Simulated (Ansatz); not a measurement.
(CuH)n: vertical IE (eV) at several levels, gas phase, relaxed structures; Ansatz. Clusters are the lowest isomers that short searches found in that spin, judged at the geometry's level. Singlets are spin-restricted. The structures are stationary points that may keep the symmetry of their start. Remarks come from the PBE and PBE0 runs and from stability tests at other levels; not every state was tested. HOMO above LUMO (over both spins in singlets and doublets, within one spin in higher multiplets; at PBE or PBE0), or a gap under 0.15 eV within one spin, warns that the state may not be the lowest or that an electron is smeared out.

| species | state | geometry | PBE-D4/def2-TZVP | PBE0-D4/def2-TZVP | remarks |
| --- | --- | --- | --- | --- | --- |
| (CuH)2 ring (Cu2H2) | singlet to doublet | r2SCAN-D4/def2-TZVP | 7.55 | 7.66 | – |
| (CuH)3 ring (Cu3H3) | singlet to doublet | PBE-D4/def2-SVP | 8.31 | 8.53 | gap within one spin near zero at PBE or PBE0 (+1 doublet) |
| Cu2H2 | singlet to doublet | PBE0-D4/def2-TZVP | 8.35 | 8.18 | – |

(1) Estimate the column for r2SCAN-D4/def2-TZVP.

(1) (CuH)2 ring (Cu2H2) 7.49; (CuH)3 ring (Cu3H3) 8.23; Cu2H2 8.24.

Over the 3 species that have every level, the mean is 8.07 at PBE-D4/def2-TZVP, 7.99 at r2SCAN-D4/def2-TZVP, 8.12 at PBE0-D4/def2-TZVP.
